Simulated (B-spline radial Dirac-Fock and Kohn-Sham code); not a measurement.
## Kohn-Sham estimates against Dirac-Fock for the levels of Ta⁵³⁺

System: Ta⁵³⁺, [Ar] 3d2.

The density-functional columns are spherical, spin-unpolarised Dirac-Kohn-Sham results without Breit or QED terms: −ε is minus the orbital energy of the initial state and ΔSCF the difference of two total energies. The reference in the last column comes from multi-electron Dirac-Fock with separately optimised hole states, Breit and Lamb-shift corrections added in first order. All numbers are from a radial finite-basis atomic code, in eV; a selection of levels is shown. For the 1s level of heavy atoms much of the gap between ΔSCF and the reference is the Breit and QED part, -336.0 eV here; for other levels the error of the functional can be larger.

```tsv
level	LDA −ε	LDA ΔSCF	Dirac-Fock
K	70817.4	71410.7	71086.9
L1	15069.1	15211.7	15252.2
L2	14594.7	14768.0	14731.0
L3	13308.8	13463.7	13455.6
M1	5736.5	5796.5	5821.4
M2	5550.5	5614.3	5605.3
M3	5228.6	5288.5	5286.3
M4,5	4910.4	4979.2	4976.2
```

Values without a named source are computed, but for edge energies of neutral atoms, which are taken from tables.
